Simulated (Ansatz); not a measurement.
Ansatz (a quantum-chemistry and plane-wave program) input:

Ansatz 0.2 input:
```yaml
crystal:
  periodic: [false, false, false]
  atoms:
    - {symbol: Cr, position_ang: [-0.00000000, -0.00000000, -0.40301613]}
    - {symbol: O, position_ang: [0.00000000, 0.00000000, 1.20904839]}
basis:
  gaussian:
    orbitals: def2-TZVP
hamiltonian:
  xc: {name: PBE}
magnetization: {spin_polarized: true, initial_magnetization: 4}
relax: {f_tol: 0.003, max_steps: 100}
```

### Question
Which total energy does the run end on?

### Answer
-1119.39662 Eh (PBE/def2-TZVP). The basis has 76 functions.

The spin state was set by rule; other spins were not relaxed.
